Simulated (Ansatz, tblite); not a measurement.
Cost and result up the ladder for the cluster Nb5 (5 atoms). Total charge 0; doublet. Geometry: PBE0-D4/def2-SVP.

```xyz
5

Nb    0.082    0.366    1.915
Nb    0.762   -1.321    0.267
Nb    0.497    1.444   -0.252
Nb   -1.540   -0.151   -0.019
Nb    0.199   -0.338   -1.912
```

Ansatz on 4 threads of Intel Xeon on a shared host; xTB runs through tblite on one thread. Times are rough, summed over both states, and most runs start from the orbitals of an earlier one. No level here is sound enough to serve as a yardstick. The other state is a triplet.

In the def2 sets Nb takes a core potential; there is no spin–orbit coupling. The xTB rows come from tblite. The structure comes from a short search, and lower isomers may exist.

Raw xTB energies of ions are shifted by several eV, and xTB has no spin-polarisation term.

```csv
level,functions,wall time,vertical IE (eV),remarks
GFN1-xTB,45,0.017 s,11.75,–
GFN2-xTB,45,0.15 s,13.35,–
PBE-D4/def2-TZVP (with forces),200,16 s,5.32,–
PBE0-D4/def2-TZVP,200,56 s,5.12,"spin-contaminated (⟨S²⟩ 0.86) (doublet), spin-contaminated (⟨S²⟩ 2.22) (+1 triplet)"
r2SCAN-D4/def2-TZVP,200,2.3 min,5.15,"spin-contaminated (⟨S²⟩ 0.90) (doublet), spin-contaminated (⟨S²⟩ 2.20) (+1 triplet)"
```
